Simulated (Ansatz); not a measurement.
The cluster Pd4O3⁺, relaxed as a doublet with UKS PBE-D4/def2-SVP in Ansatz, starting from the GFN2-xTB geometry. Force threshold 0.02 eV/Å.

In the def2 sets Pd takes a core potential; there is no spin–orbit coupling. The charge 1 doublet is spin-contaminated (final ⟨S²⟩ up to 0.94, 0.75 for a pure state). The structure comes from a short search, and lower isomers may exist.

Start:

Cartesian coordinates in Å:
```
Pd 1.986 0.479 1.747
Pd -0.109 1.420 -0.405
Pd 0.339 -0.745 0.481
Pd -1.502 -1.220 -1.157
O -0.574 -2.332 -0.018
O -1.358 0.572 -1.415
O 1.217 1.827 0.765
```

```json
{"step": "1", "energy (eV)": "-20042.8733", "largest force component (eV/Å)": "2.509", "SCF passes": "105"}
{"step": "2", "energy (eV)": "-20043.4629", "largest force component (eV/Å)": "0.635", "SCF passes": "62"}
{"step": "3", "energy (eV)": "-20043.5720", "largest force component (eV/Å)": "0.389", "SCF passes": "51"}
{"step": "4", "energy (eV)": "-20043.6948", "largest force component (eV/Å)": "0.494", "SCF passes": "61"}
{"step": "5", "energy (eV)": "-20043.6956", "largest force component (eV/Å)": "0.478", "SCF passes": "64"}
{"step": "6", "energy (eV)": "-20043.7421", "largest force component (eV/Å)": "0.397", "SCF passes": "88"}
{"step": "7", "energy (eV)": "-20043.7708", "largest force component (eV/Å)": "0.430", "SCF passes": "82"}
{"step": "8", "energy (eV)": "-20043.8124", "largest force component (eV/Å)": "0.362", "SCF passes": "70"}
{"step": "9", "energy (eV)": "-20043.8406", "largest force component (eV/Å)": "0.155", "SCF passes": "60"}
{"step": "10", "energy (eV)": "-20043.8430", "largest force component (eV/Å)": "0.180", "SCF passes": "65"}
{"step": "11", "energy (eV)": "-20043.8494", "largest force component (eV/Å)": "0.050", "SCF passes": "51"}
{"step": "12", "energy (eV)": "-20043.8500", "largest force component (eV/Å)": "0.021", "SCF passes": "54"}
{"step": "13", "energy (eV)": "-20043.8504", "largest force component (eV/Å)": "0.022", "SCF passes": "51"}
{"step": "14 (rejected)", "energy (eV)": "-20043.8481", "largest force component (eV/Å)": "0.127", "SCF passes": "50"}
{"step": "15", "energy (eV)": "-20043.8504", "largest force component (eV/Å)": "0.010", "SCF passes": "53"}
```

Force components are those of the run's own axes.

End:

Cartesian coordinates in Å:
```
Pd 1.754 0.669 2.028
Pd -0.089 1.274 -0.574
Pd 0.790 -1.216 0.469
Pd -1.514 -0.940 -0.867
O -0.615 -2.387 -0.078
O -1.608 0.809 -1.566
O 1.282 1.792 0.589
```

By distances, no bond broke or formed. The bond that changes most is Pd2–Pd3, from 2.38 to 2.84 Å (atoms count from 1). The end is the same structure that another start reached.

No frequencies were taken in this run, so the end may be a saddle point.

It took 2.9 min on 4 threads of Intel Xeon on a shared host.
